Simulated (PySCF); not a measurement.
Compound: C4H13NOSi2.
Cartesian coordinates in Å at the GFN2-xTB level; atoms count from 1:
```
atom  x, y, z in Å
C1     2.282   -0.443    0.851
N2     1.428   -0.419   -0.305
C3     1.443   -1.382   -1.237
O4     0.703   -1.441   -2.192
C5     0.469    0.665   -0.417
C6    -0.793    0.455    0.417
Si7   -1.908    1.996    0.303
Si8   -1.700   -1.155   -0.077
H9     2.987   -1.269    0.772
H10    2.843    0.493    0.925
H11    1.696   -0.570    1.765
H12    2.231   -2.136   -1.052
H13    0.202    0.735   -1.474
H14    0.980    1.590   -0.125
H15   -0.492    0.357    1.466
H16   -3.046    1.840    1.208
H17   -2.363    2.194   -1.072
H18   -1.131    3.173    0.715
H19   -0.854   -2.316    0.210
H20   -2.107   -1.098   -1.473
H21   -2.880   -1.252    0.791
```

Mayer bond orders were computed from the PBE0/pcSseg-1 density (PySCF). Isolated species at its GFN2-xTB geometry (one conformer only).

Question: Rank these bonds by Mayer order, highest first.
A. N2–C3
B. C5–C6
C. C3–O4
D. C6–Si7

Answer: C (1.85), A (1.19), B (1.00), D (0.90).

Set the orders of all bonds between heavy atoms beside their lengths and the difference of the Hirshfeld charges at their ends.

```
  bond  Mayer order  length (Å)  q(first) − q(second) (e)
 C3–O4        1.846       1.209                    +0.402
 N2–C3        1.187       1.340                    -0.164
 C5–C6        1.002       1.527                    +0.172
 C1–N2        0.944       1.438                    -0.021
 N2–C5        0.910       1.452                    -0.012
C6–Si7        0.896       1.905                    -0.506
C6–Si8        0.869       1.913                    -0.486
```

Mayer orders depend on the basis set.
